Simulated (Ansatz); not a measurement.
Relaxation of the cluster In₂Se₃⁻ with UKS PBE-D4/def2-SVPD.

```sh
$ ansatz run in.yaml --threads 4 --pin off --events-out ev --progress --plain --max-ram 4787MiB
```

```yaml
crystal:
  periodic: [false, false, false]
  atoms:
    - {symbol: In, position_ang: [1.962300, -0.104970, 0.722930]}
    - {symbol: In, position_ang: [-1.996070, -0.410120, -0.471050]}
    - {symbol: Se, position_ang: [-0.418350, -1.260360, 1.704690]}
    - {symbol: Se, position_ang: [-0.084190, 1.709280, -0.156150]}
    - {symbol: Se, position_ang: [0.536310, 0.066180, -1.800420]}
basis:
  gaussian: {orbitals: def2-SVPD}
total_charge: -1
magnetization: {spin_polarized: true, initial_magnetization: 1}
hamiltonian: {xc: pbe, dispersion: d4}
scf: {lower_state_search: "off"}
output: {orbitals: {seedname: orbitals}}
relax: {f_tol: 0.02, max_steps: 100}
```

Hardware: 4 threads of Arm Neoverse V2 on a shared host. Wall time 26 s.

Positions (Å) and forces (eV/Å) at steps 1, 2, 3, 4, 5 of 5:

```xyz
5
step=1 energy=-206350.8181 eV
In    1.962   -0.105    0.723    0.478   -0.280    0.361
In   -1.996   -0.410   -0.471   -0.570   -0.363    0.043
Se   -0.418   -1.260    1.705   -0.040    0.003    0.161
Se   -0.084    1.709   -0.156    0.080    0.230   -0.306
Se    0.536    0.066   -1.800    0.051    0.410   -0.259
5
step=2 energy=-206350.9193 eV
In    2.024   -0.187    0.774   -0.264   -0.075   -0.007
In   -2.065   -0.503   -0.460    0.232   -0.034    0.143
Se   -0.439   -1.234    1.769    0.044    0.168   -0.185
Se   -0.071    1.744   -0.206   -0.002   -0.096    0.024
Se    0.551    0.180   -1.877   -0.009    0.037    0.025
5
step=3 energy=-206350.9384 eV
In    1.957   -0.251    0.742   -0.040   -0.026    0.023
In   -1.984   -0.555   -0.447    0.025   -0.019    0.043
Se   -0.461   -1.198    1.835    0.027    0.105   -0.117
Se   -0.072    1.757   -0.208   -0.012   -0.058    0.049
Se    0.560    0.247   -1.922    0.000   -0.002    0.002
5
step=4 energy=-206350.9487 eV
In    1.976   -0.289    0.720   -0.010   -0.002   -0.002
In   -1.982   -0.595   -0.474    0.010    0.000    0.004
Se   -0.467   -1.104    1.829    0.009    0.032   -0.037
Se   -0.085    1.716   -0.154   -0.017    0.006    0.054
Se    0.558    0.272   -1.921    0.009   -0.036   -0.019
5
step=5 energy=-206350.9501 eV
In    1.987   -0.301    0.709    0.002    0.002   -0.010
In   -1.984   -0.607   -0.488    0.003    0.003   -0.009
Se   -0.467   -1.063    1.820   -0.002   -0.005    0.008
Se   -0.093    1.698   -0.125    0.002    0.002   -0.008
Se    0.556    0.273   -1.916   -0.005   -0.001    0.019
```

In the def2 sets In takes a core potential; there is no spin–orbit coupling. The relaxation made no stability test and no search for a lower SCF solution. Another isomer (doublet) lies 0.41 eV lower at PBE0-D4/def2-TZVPD; other spin states weren't run for this one.
